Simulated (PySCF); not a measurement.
**Fractional electron number in Rh⁻ (rhodium, charge -1)**

The 5s beta orbital of [Kr] 4d8 5s2 is emptied in steps (occupation f), with all orbitals relaxed, ending at [Kr] 4d8 5s1. Calculation: PySCF 2.14, in aug-cc-pVTZ-PP with ECP28MDF; scalar relativity through the core potential. The exact energy is a straight line in f; departures are measured from the line between the end points of the same method.

Among PBE0, r2SCAN, LC-wPBE, which shows the largest delocalisation error (convex curve), and which is closest to linear?

Most convex: r2SCAN (-0.502 eV at f = 0.5); closest to linear: LC-wPBE (0.058 eV).

```csv
f,PBE0 (eV),r2SCAN (eV),LC-wPBE (eV)
1,0.000,0.000,0.000
0.9,-0.134,-0.174,0.025
0.7,-0.321,-0.415,0.053
0.5,-0.392,-0.502,0.058
0.3,-0.336,-0.427,0.045
0.1,-0.146,-0.184,0.018
0,0.000,0.000,0.000
```

| method | E(f=0) − E(f=1) (eV) | −ε at f=1 (eV) | −ε at f=0.5 (eV) |
| --- | --- | --- | --- |
| PBE0 | 0.919 | -0.552 | 0.876 |
| r2SCAN | 1.039 | -0.878 | 1.001 |
| LC-wPBE | 0.598 | 0.893 | 0.573 |

At f = 1 the orbital energy is positive for PBE0, r2SCAN: only the finite basis holds the electron.

Reference removal energy between the ground levels: 1.143 eV (measured; photodetachment measurements, as compiled on the Wikipedia data page of electron affinities). The calculation has no spin-orbit coupling.
